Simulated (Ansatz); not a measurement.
Sn(OtBu)2 (C₈H₁₈O₂Sn). The state is a singlet with charge 0. Geometry r2SCAN-D4/def2-SVP, basis def2-TZVP, Ansatz.

Cartesian coordinates in Å:
```
Sn 1.410 1.658 0.481
O 1.264 1.424 -1.492
C 0.524 0.562 -2.357
C 0.893 -0.896 -2.065
C -0.976 0.788 -2.143
C 0.930 0.946 -3.781
H 0.377 -1.583 -2.756
H 1.979 -1.039 -2.184
H 0.608 -1.152 -1.033
H -1.249 0.522 -1.111
H -1.573 0.175 -2.837
H -1.224 1.848 -2.319
H 2.015 0.812 -3.912
H 0.691 2.004 -3.969
H 0.405 0.327 -4.527
O 0.071 0.208 0.958
C -0.315 -0.300 2.227
C -0.337 0.811 3.283
C -1.718 -0.887 2.053
C 0.675 -1.398 2.633
H -0.698 0.436 4.255
H 0.673 1.226 3.444
H -1.003 1.628 2.962
H -2.419 -0.099 1.737
H -2.089 -1.333 2.990
H -1.704 -1.664 1.273
H 1.688 -0.977 2.746
H 0.713 -2.177 1.855
H 0.391 -1.870 3.588
```

```tsv
run	HOMO (eV)	LUMO (eV)
A	-7.17	-1.95
B	-6.98	-1.97
C	-5.76	-2.60
D	-9.65	0.58
```

In the def2 sets Sn takes a core potential; there is no spin–orbit coupling. Single mean-field runs in def2-TZVP are fitted with def2-universal-jkfit.

Question: The runs used HF, PBE, PBE0, r2SCAN0. Estimate which is which.

Answer: A r2SCAN0 (25 % exact exchange); B PBE0 (25 % exact exchange); C PBE (0 % exact exchange); D HF (100 % exact exchange). Exact exchange lowers occupied and raises empty levels; among semilocal functionals meta-GGAs tend to open the gap a little, and such runs are hard to tell apart. The gap grows from 3.16 eV (PBE) to 10.22 eV (HF).
